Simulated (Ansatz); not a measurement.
Reaction (ligand exchange at the Sc–Cl bond): `[F][Sc]([F])[Cl]` + H–F → `[F][Sc]([F])[F]` + HCl

Gas-phase electronic energies from Ansatz, PBE0-D4/def2-TZVP geometries. CBS: MP2 limit from def2 TZ/QZ plus the TZ coupled-cluster correction, frozen cores. This one scheme is used for every species. Functionals use def2-TZVPP. For Sc outer-core shells are correlated without core-valence functions, which leaves a few kJ/mol of doubt a bond. Scalar relativity is left out up to krypton.

Task: Is it downhill or uphill in electronic energy at CCSD(T)/CBS, and by how much? (Best estimate.)

Result: Computed: Downhill: ΔE = -0.04 eV.

Task: What do these levels give: ωB97M-V, BLYP, HF/def2-SVP, MP2/def2-SVP, CCSD/def2-TZVPP, MP2/def2-QZVPP? (Best estimate.)

Result: The calculation gave: ωB97M-V -0.12, BLYP -0.23, HF/def2-SVP -0.08, MP2/def2-SVP -0.21, CCSD/def2-TZVPP -0.08, MP2/def2-QZVPP -0.03 eV.

Largest T1 diagnostic among the species: 0.017.

From r2SCAN to r2SCAN0 (25 % exact exchange), in def2-TZVPP and without D4, ΔE moves by +0.06 eV. Leaving LDA and LC-ωPBE aside and taking each functional with its dispersion term where it has one, the values, not all of them listed here, spread over 0.15 eV, from BLYP-D4 to PBE-QIDH. In def2-TZVPP, CCSD(T) changes the Hartree–Fock value by −0.07 eV (the triples alone add +0.00 eV) and MP2 by −0.05 eV.
